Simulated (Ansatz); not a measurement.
Born–Oppenheimer molecular dynamics of CH$_{6}$OSn (9 atoms, charge 0, multiplicity 1). It starts from a relaxed structure.

All numbers below come from Ansatz, RKS PBE/def2-SVP.

| Item | Value |
| --- | --- |
| ensemble | NVT, Langevin thermostat |
| time step | 0.5 fs |
| steps asked | 300 |
| set temperature | 500 K |
| friction | 0.02 /fs |
| temperature schedule | 75 steps to 500 K, then 225 steps to 1500 K |
| seed | 62030 |

First frame:

```xyz
9
Properties=species:S:1:pos:R:3
Sn -0.049 -0.028 -0.098
O 0.097 -0.096 1.917
H -0.791 -0.152 2.319
C 2.023 -0.002 -0.697
H 2.400 -1.038 -0.788
H 2.142 0.521 -1.664
H 2.600 0.530 0.084
H -0.905 1.417 -0.553
H -0.909 -1.434 -0.655
```

How far do the bonds stretch over the last three quarters of this one trajectory? (Pairs bonded in most of those frames.)


```
  bond  mean (Å)  spread (Å)  shortest  longest
Sn1–O2     2.018       0.058      1.90     2.14
Sn1–C4     2.198       0.061      2.07     2.29
Sn1–H8     1.754       0.076      1.58     1.95
Sn1–H9     1.734       0.051      1.59     1.85
 O2–H3     0.983       0.031      0.91     1.06
 C4–H5     1.122       0.047      1.03     1.20
 C4–H6     1.114       0.032      1.04     1.18
 C4–H7     1.108       0.028      1.04     1.19
```

Mean temperature of the second half: 745 K. The schedule's set-point averaged 1167 K over the second half and the system 745 K, so it lags behind the ramp. A run of 0.15 ps of so small a system gives no equilibrium averages.

The run took 5.6 min on 1 thread of Intel(R) Xeon(R) Platinum 8488C (Sapphire Rapids) (shared host), peak memory 0.13 GiB.
